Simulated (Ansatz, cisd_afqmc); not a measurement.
Species: InI, charge 0, triplet. This triplet is an excited state, 2.9 eV above the singlet at CCSD(T)/def2-QZVPP (Ansatz, an electronic-structure program). InI (SMILES [In][I], triplet).
B3LYP-D3(BJ)/def2-TZVP minimum from Ansatz:
```xyz
2

In     0.0000     0.0000    -1.4550
I      0.0000     0.0000     1.3452
```
Charge 0, spin multiplicity 3.

Total energies in def2-SVP, 10 correlated electrons, 18 frozen orbitals. UHF or UKS for unpaired electrons; spin-orbit terms are left out. Correlated methods leave the cores frozen (noble-gas shells, and filled d and f shells in the p block). Past Kr the def2 sets carry scalar-relativistic core potentials. The Monte Carlo rows (phaseless AFQMC, CISD trial, step 0.005/hartree) carry one-sigma bars that omit the constraint's bias. Outlying blocks are dropped, and bars are widened where a walk drifts. Over all cases where full CI ran beside it in this data, AFQMC minus full CI had a median of +0.1 mEh and passed +0.4 mEh in a tenth of the cases. Spin-orbit terms, left out, reach several kcal/mol for Br and I, and more for heavier atoms. The spin of IIn ([In][I], triplet) was assumed, and the state is the lowest solution found for it.

| method | program | energy (Eh) | minus CCSDTQ (mEh) |
|---|---|---|---|
| HF | Ansatz | -485.86379 | 137.75 |
| MP2 | Ansatz | -485.98029 | 21.25 |
| CCSD | Ansatz | -485.99720 | 4.34 |
| CCSD(T) | Ansatz | -486.00058 | 0.96 |
| CCSDT(Q) | Ansatz | -486.00156 | -0.02 |
| CCSDTQ | Ansatz | -486.00154 | 0.00 |
| AFQMC/CISD | cisd_afqmc | -486.0012 ± 0.0002 | 0.3 ± 0.2 |

Rough core times of Ansatz's runs on a shared machine: CCSD(T) 20 s, CCSDT(Q) 50 s, CCSDTQ 20 min.
